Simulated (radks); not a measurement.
Spherical quantum dot in the effective-mass picture: electrons in a parabolic well V = omega^2 r^2 / 2 with omega = 0.0619, with a point charge +1 (a donor) at the centre, all in effective atomic units (hartree* = m*/eps^2 hartree, bohr* = eps/m* bohr), one dielectric constant everywhere. Method: non-relativistic Kohn-Sham, LDA (Slater exchange, Perdew-Wang correlation), spin-polarised, spherical densities; computed with a radial shooting solver with Libxc functionals. Levels are named by radial order and angular momentum (1s, 1p, 1d, 2s, ...), and open shells are averaged over m. Results are scaled to m* = 0.03 and eps = 7.6, for which hartree* = 14.13 meV and bohr* = 13.41 nm. At N = 9 the configuration is 1s2 1p(up 3, down 2) 2s2. Does electron 10 go into 1d up or 1p down or 1d down?

Answer. Into 1p down. The total energies of the other choices lie higher by 0.260 meV (1d up), 0.302 meV (1d down).
